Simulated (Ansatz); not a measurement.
`O=C[BH][GeH3]` + H–F → `O=CBF` + GeH₄ at 298.15 K and 1 bar (cleavage of the B–Ge bond).

Program: Ansatz. Geometries: PBE0-D4/def2-TZVP. ΔE: electronic, gas phase. CCSD(T)/CBS is the MP2 limit (def2-TZVPP, def2-QZVPP) plus CCSD(T) − MP2 in def2-TZVPP, frozen cores. This one scheme is used for every species. For Ge outer-core shells are correlated without core-valence functions, which leaves a few kJ/mol of doubt a bond. Scalar relativity is left out up to krypton. Each species was taken in one conformer, which may not be the lowest.

```csv
species,CCSD(T)/CBS energy (Eh),H − E (kJ/mol),S (J/(mol·K))
`O=C[BH][GeH3]`,-2217.07554,160.1,342.8
H–F,-100.39570,33.5,173.6
`O=CBF`,-239.02821,102.0,292.5
GeH₄,-2078.49493,88.5,217.3
```

H − E and S are ideal-gas, rigid-rotor, harmonic terms from PBE0-D4/def2-TZVP, for one conformer and one mirror image of each species. 1 Eh = 2625.50 kJ/mol, R = 8.31446 J/(mol·K).

Task: By hand: ΔE, ΔH, ΔS and ΔG.

Result: ΔE = (-239.02821) + (-2078.49493) − (-2217.07554) − (-100.39570) = -0.05190 Eh = -136.3 kJ/mol. Δ(H − E) = 102.0 + 88.5 − 160.1 − 33.5 = -3.1, so ΔH = -139.4 kJ/mol. ΔS = 292.5 + 217.3 − 342.8 − 173.6 = -6.6 J/(mol·K). ΔG = -139.4 − 298.15 × (-6.6)/1000 = -137.4 kJ/mol.

Task: By hand: the equilibrium constant, and the temperature at which ΔG would vanish if ΔH and ΔS stayed fixed.

Result: log₁₀ K = −ΔG/(RT ln 10) = 24.1. ΔG = 0 at ΔH/ΔS = 21121 K, far beyond where these terms or the molecules hold.

The number of gas molecules stays the same, so ΔS is small and ΔH decides. A doubt of 5 kJ/mol in ΔE shifts log₁₀ K by 0.9 here. Other conformers and mirror images would add mixing entropy, several J/(mol·K) or more a flexible species. Modes under 60 cm⁻¹, often nearly free rotors, make the harmonic entropy too high. These are equilibria of isolated gas molecules and say nothing of rates. Largest T1 diagnostic: 0.018 (customary marks: 0.02 for closed shells, 0.045 for open ones).
